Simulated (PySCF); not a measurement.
# Simulated absorption spectrum

Compound: C4H7N3Si.
InChI=1S/C4H7N3Si/c1-2-7-5-3-4(8)6-7/h2-3H,1H2,8H3

Method used: PySCF, TDDFT wB97X-D/def2-SVPD, vertical, gas phase, core orbitals frozen in the response. Isolated species at its PBE0-D3(BJ)/def2-SVP geometry (one conformer only). Torsions of this conformer, `[CH2:1]=[CH:2][n:3]1[n:4][cH:5][c:6]([SiH3:7])[n:8]1`: C1–C2–N3–N4 0°.

Each state is given a Gaussian of 0.25 eV full width at half maximum, with ε(max) = 2.175×10⁸ f / Δν̃ (Δν̃ the width in cm⁻¹). The width is an assumption, not a result. The curve ends short of the highest state used, and states not computed would add to its high-energy end.

E (eV), ε (L mol⁻¹ cm⁻¹) and a bar:
```
     4.98        101 
     5.08       1850 #
     5.18      13950 ########
     5.29      46201 ##########################
     5.39      54057 ##############################
     5.49      26046 ##############
     5.59       5168 ###
     5.69        423 
     5.79         17 
     5.89          9 
     5.99         10 
     6.09          5 
     6.19          1 
     6.29          6 
     6.40         85 
     6.50        397 
     6.60        787 
     6.70        711 
     6.80        347 
     6.90        236 
     7.00       1544 #
     7.10       7319 ####
     7.20      15330 #########
     7.30      15183 ########
```

**Question.** Locate the maxima and give the states behind the curve.

**Answer.** 231 nm (5.36 eV), ε about 57000, made up of S1 (100%); 208 nm (5.96 eV), ε about 11, made up of S2 (100%); 187 nm (6.64 eV), ε about 830, made up of S3 (91%); 171 nm (7.25 eV), ε about 17000, made up of S5 (77%) and S6 (23%) (ε in L mol⁻¹ cm⁻¹; maxima over ε = 5, shares over 10%). The states used: S1 5.36 eV (f 0.525); S2 5.96 eV (f 0.0001); S3 6.62 eV (f 0.0070); S4 6.77 eV (f 0.0015); S5 7.22 eV (f 0.121); S6 7.32 eV (f 0.046); S7 7.52 eV (f 0.030); S8 7.70 eV (f 0.255); S9 7.74 eV (f 0.040); S10 7.90 eV (f 0.0020).

**Question.** What would ε be at 5.36 eV, the highest of these maxima, with half the width (0.125 eV)?

**Answer.** About 113000 L mol⁻¹ cm⁻¹ against 56600, a factor of about 2.00; a lone state at its own centre would give exactly 2.

**Question.** On this curve, what absorbance would a 10⁻³ mol/L sample give at 222 nm over a 1 cm path?

**Answer.** 222 nm is 5.585 eV, where ε is about 5700 L mol⁻¹ cm⁻¹, so A = ε c l ≈ 5.7 (Beer–Lambert, with the gas-phase spectrum and the assumed width).

The vertical ionisation energy (ΔSCF) is 9.02 eV, 1.12 eV above S10.

Time: 2.8 min (grids of density and orbitals included); peak memory 0.95 GiB. Hardware: one thread of an Arm Neoverse N1, on a shared host.
